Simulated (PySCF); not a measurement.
## How methods differ on the excitation energy of Pd⁺

Pd⁺ [Kr] 4d9 (2D) → Pd⁺ [Kr] 4d8 5s1 (4F), as a difference of total energies. Calculation: PySCF 2.14, in x2c-QZVPPall with one added diffuse shell each of s, p, d, f, g type (14s9p8d5f3g, 143 functions); scalar relativity by spin-free X2C-1e. Correlated levels: valence: [Kr] frozen; valence and next inner shell: [Ar] 3d10 frozen. The calculations carry no spin-orbit coupling.

| method | excitation energy (eV) | error (eV) |
| --- | --- | --- |
| UHF | 2.344 | -0.850 |
| LDA | 3.254 | +0.060 |
| PBE | 3.086 | -0.108 |
| PBE0 | 3.091 | -0.103 |
| r2SCAN | 2.797 | -0.397 |
| MP2 (valence) | 3.355 | +0.161 |
| SCS-MP2 (valence) | 3.484 | +0.290 |
| MP2 (valence and next inner shell) | 3.310 | +0.116 |
| SCS-MP2 (valence and next inner shell) | 3.345 | +0.151 |

Reference: 3.194 eV (measured; NIST levels, between the centres of gravity of the two terms).
